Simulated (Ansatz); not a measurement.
Cost and result for the atomization energy of `[SiH3]O[CH]([SiH3])[InH2]` (14 atoms, 13 bonds).

```xyz
14

Si    1.962    0.310   -1.029
O     0.603    1.018   -0.460
C    -0.531    0.140   -0.295
Si   -1.912    1.055    0.576
In    0.072   -1.665    0.857
H     3.118    1.205   -0.805
H     2.139   -0.974   -0.244
H     1.857   -0.092   -2.456
H    -0.889   -0.195   -1.278
H    -2.393    2.245   -0.178
H    -1.470    1.491    1.926
H    -3.040    0.091    0.732
H     0.751   -1.390    2.419
H    -0.268   -3.239    0.237
```

Charge 0, multiplicity 1. Correlated methods include outer-core shells of In, which these sets cover unevenly. In: def2 effective core potential. All single points use the PBE0-D4/def2-TZVP geometry. It is one conformer, not always the lowest. Program: Ansatz. All runs use 2 threads of an AMD EPYC 7R13 on a shared host and a share of an NVIDIA H100 80 GB. Times are those of one run each, without the atoms' runs, and a repeat can differ threefold. Electronic energies, without spin–orbit coupling; frozen cores. CCSD(T)/CBS adds CCSD(T) − MP2 in def2-TZVPP to the MP2 limit, and its time is that of the two runs behind it. T1 = 0.014. With those shells the extrapolation isn't a true limit. HSE06 is the plane-wave form, built on full-range PBE exchange.

CCSD(T)/CBS is a level of theory with its own doubt, some kJ/mol a heavy atom from the limit and from the frozen cores, so smaller differences don't rank the functionals.

| level | functions | wall time | atomization (kcal/mol) | difference from CCSD(T)/CBS | per bond |
| --- | --- | --- | --- | --- | --- |
| BHLYP-D4/def2-TZVPP | 322 | 2.6 s | 986.1 | -26.3 | -2.0 |
| HSE06-D4/def2-TZVPP | 322 | 2.8 s | 994.5 | -17.9 | -1.4 |
| BLYP-D4/def2-TZVPP | 322 | 3 s | 993.8 | -18.6 | -1.4 |
| r2SCANh-D4/def2-TZVPP | 322 | 3.2 s | 1001.9 | -10.5 | -0.8 |
| revPBE-D4/def2-TZVPP | 322 | 3.8 s | 982.7 | -29.7 | -2.3 |
| B2PLYP/def2-TZVPP | 322 | 4.9 s | 989.3 | -23.1 | -1.8 |
| MP2/def2-QZVPP | 606 | 4.9 s | 1000.4 | -12.0 | -0.9 |
| PBE0-D4/def2-TZVPP | 322 | 5 s | 994.2 | -18.2 | -1.4 |
| PBE-D4/def2-TZVPP (with forces) | 322 | 5.5 s | 1002.3 | -10.1 | -0.8 |
| r2SCAN-D4/def2-TZVPP (with forces) | 322 | 6 s | 1006.7 | -5.7 | -0.4 |
| CCSD(T)/def2-SVP | 135 | 6 s | 941.1 | -71.3 | -5.5 |
| CCSD(T)/def2-TZVPP | 322 | 12 s | 985.5 | -26.9 | -2.1 |
| CCSD(T)/CBS(def2) | – | 16 s | 1012.4 | 0.0 | 0.0 |

From r2SCAN to r2SCAN0 (25 % exact exchange), in def2-TZVPP and without D4, the atomization energy moves by −11.8 kcal/mol: exact exchange takes away binding that semilocal exchange gives to molecules. The D4 term adds +14.2 kcal/mol with B3LYP and +7.5 kcal/mol with PBE0; it sums over pairs of atoms, weighted by their polarisabilities, and B3LYP, whose exchange is more repulsive, gets the larger term. In def2-TZVPP, CCSD(T) changes the Hartree–Fock value by +249.8 kcal/mol (the triples alone add +12.6 kcal/mol) and MP2 by +248.5 kcal/mol; breaking electron pairs costs correlation energy, which Hartree–Fock lacks.

B3LYP here is the variant with VWN-RPA as its local correlation; programs differ in this.

Spin–orbit coupling would lower the free In atoms strongly, and the atomization energy with them, by more than many differences here.
